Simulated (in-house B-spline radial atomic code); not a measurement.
How numerical settings move a run on Sc IV (Sc3+), [Ne] 3s2 3p6. Computed with a B-spline radial code for spherical atoms: non-relativistic B97-1, spin-polarised, spherical fractional occupations, point nucleus.

Command:
```bash
python run_scf.py task.json out
```
Settings of the sound reference run:
```
Z                21
electrons        18
configuration    [Ne] 3s2 3p6
hamiltonian      nr
method           b97_1
spin_polarised   True
knot_spacing     0.22
spline_order     8
gauss_points     12
box_radius       16.22
max_iterations   70
damping          0.5
damped_steps     3
diis_vectors     10
tolerance        1e-08
start            Thomas-Fermi
```

Run time, properties included: 0.33 s on 1 thread of Arm Neoverse N1 (shared host).

It converges in 9 iterations to -758.925387 hartree, with 3p up at -66.6582 eV. The other runs change the listed settings, some to values that make no sense; their results aren't properties of the atom or ion. Radii are in bohr (the nuclear one in fm), a minus after a letter asks for a j subshell, and «unchanged» means within 1e-8 hartree. The run stops when the residual is below 10 × tolerance × max(1, Z/10), or a noise floor if that is larger, and the energy moves by less than 1e-8 × √|E| hartree; so very loose and very tight tolerances often act alike.

```tsv
changed settings	outcome
hamiltonian = dirac, method = hf, spin_polarised = False, nucleus = fermi, rms_radius = 3.5459, mass_number = 45, atomic_mass = 44.95591, speed_of_light = 23.10427	converged in 9 iterations to -1000.4641 hartree, a different physical problem
box_radius = 64.88, max_iterations = 75, start = bare nucleus	converged in 9 iterations, energy unchanged, 3p up level -1.6e-06 eV
electrons = 19, configuration = [Ne] 3s2 3p6 3f1, max_iterations = 50	stopped with error: there is no 3f shell
spline_order = 10	converged in 9 iterations, energy -1.18e-05 hartree from the reference, 3p up level -1.1e-04 eV
spline_order = 5	converged in 9 iterations, energy -1.12e-05 hartree from the reference, 3p up level -2.2e-04 eV
spline_order = 6	converged in 9 iterations, energy +2.00e-05 hartree from the reference, 3p up level +2.7e-04 eV
spline_order = 3	converged in 9 iterations, energy +1.61e-02 hartree from the reference, 3p up level -2.4e-03 eV
damping = 0.95	converged in 10 iterations, energy unchanged, 3p up level -4.4e-07 eV
damping = 0.2	converged in 8 iterations, energy unchanged, 3p up level -5.8e-06 eV
spline_order = 7	converged in 9 iterations, energy -1.32e-05 hartree from the reference, 3p up level -1.0e-04 eV
damping = 0	converged in 9 iterations, energy unchanged, 3p up level -1.2e-06 eV
electrons = 19, configuration = [Ne] 3s2 3p6 4p-1, max_iterations = 100	stopped with error: j subshells need the Dirac Hamiltonian and l > 0
```

Task: What happens with tolerance = 1e-06?

Result: Converged in 8 iterations, energy unchanged, 3p up level +1.1e-05 eV.

Task: What happens with gauss_points = 16, max_iterations = 50, damped_steps = 0, diis_vectors = 1?

Result: Converged in 19 iterations, energy unchanged, 3p up level -6.1e-06 eV.

Task: What happens with knot_spacing = 0.75, first_knot = 0.143, max_iterations = 60?

Result: Converged in 11 iterations, energy +4.29e-01 hartree from the reference, 3p up level -3.1e-02 eV (the program warns: 2s up reaches the box edge; 2s down reaches the box edge).

Task: What happens with gauss_points = 6, box_radius = 3.24, max_iterations = 5?

Result: Not converged after 5 iterations, last residual 5.7e-03, last energy +2.84e-02 hartree from the reference.
